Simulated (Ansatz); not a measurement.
Molecule: trifluoromethoxyethene, C$_{3}$H$_{3}$F$_{3}$O, charge 0, multiplicity 1. SMILES: C(OC=C)(F)(F)F
Geometry from a B3LYP-D3(BJ)/def2-TZVP (Ansatz, a first-principles code) optimisation:
```xyz
10

C     -2.2349     0.1603    -0.0348
C     -1.4833    -0.9235     0.0330
O     -0.0991    -1.0123     0.0540
C      0.6759     0.0947     0.0027
F      1.9442    -0.3035     0.0392
F      0.4643     0.9238     1.0393
F      0.4895     0.8061    -1.1224
H     -1.8449     1.1647    -0.0849
H     -3.3073     0.0330    -0.0404
H     -1.8821    -1.9254     0.0829
```

Computed values are from Ansatz. Valence correlation only, unless marked. UHF or UKS for open shells. Spin-orbit coupling is left out. No relativistic terms. CBS marks a two-point X^-3 extrapolation of the correlation energy; Hartree-Fock from the larger set.

What is the dipole moment at CCSD(T)/aug-cc-pVDZ?

1.94 D.

What is the T1 diagnostic at CCSD/cc-pVQZ?

0.012.

What is the total energy at CCSD(T)/CBS(cc-pVTZ,cc-pVQZ)?

-490.4667 Eh.

What is the atomisation energy De at CCSD(T)/CBS(cc-pVTZ,cc-pVQZ)?

1001.7 kcal/mol.
